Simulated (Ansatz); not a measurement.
`[SiH3][AlH][SiH]1CO1` + HCl → `[Cl][AlH][SiH]1CO1` + SiH₄ at 298.15 K and 1 bar (cleavage of the Al–Si bond).

Gas-phase electronic energies from Ansatz, PBE0-D4/def2-TZVP geometries. CBS: MP2 limit from def2 TZ/QZ plus the TZ coupled-cluster correction, frozen cores. This one scheme is used for every species. Each species was taken in one conformer, which may not be the lowest.

```json
{"species": "`[SiH3][AlH][SiH]1CO1`", "CCSD(T)/CBS energy (Eh)": "-937.56417", "H − E (kJ/mol)": "212.1", "S (J/(mol·K))": "404.2"}
{"species": "HCl", "CCSD(T)/CBS energy (Eh)": "-460.38127", "H − E (kJ/mol)": "26.6", "S (J/(mol·K))": "186.8"}
{"species": "`[Cl][AlH][SiH]1CO1`", "CCSD(T)/CBS energy (Eh)": "-1106.54327", "H − E (kJ/mol)": "148.1", "S (J/(mol·K))": "368.3"}
{"species": "SiH₄", "CCSD(T)/CBS energy (Eh)": "-291.46306", "H − E (kJ/mol)": "92.1", "S (J/(mol·K))": "204.8"}
```

H − E and S are ideal-gas, rigid-rotor, harmonic terms from PBE0-D4/def2-TZVP, for one conformer and one mirror image of each species. 1 Eh = 2625.50 kJ/mol, R = 8.31446 J/(mol·K).

Task: By hand: ΔE, ΔH, ΔS and ΔG.

Result: ΔE = (-1106.54327) + (-291.46306) − (-937.56417) − (-460.38127) = -0.06089 Eh = -159.9 kJ/mol. Δ(H − E) = 148.1 + 92.1 − 212.1 − 26.6 = 1.5, so ΔH = -158.4 kJ/mol. ΔS = 368.3 + 204.8 − 404.2 − 186.8 = -17.9 J/(mol·K). ΔG = -158.4 − 298.15 × (-17.9)/1000 = -153.1 kJ/mol.

Task: By hand: the equilibrium constant, and the temperature at which ΔG would vanish if ΔH and ΔS stayed fixed.

Result: log₁₀ K = −ΔG/(RT ln 10) = 26.8. ΔG = 0 at ΔH/ΔS = 8849 K, far beyond where these terms or the molecules hold.

ΔH outweighs TΔS. A doubt of 5 kJ/mol in ΔE shifts log₁₀ K by 0.9 here. Other conformers and mirror images would add mixing entropy, several J/(mol·K) or more a flexible species. Modes under 60 cm⁻¹, often nearly free rotors, make the harmonic entropy too high. These are equilibria of isolated gas molecules and say nothing of rates. Largest T1 diagnostic: 0.016 (customary marks: 0.02 for closed shells, 0.045 for open ones).
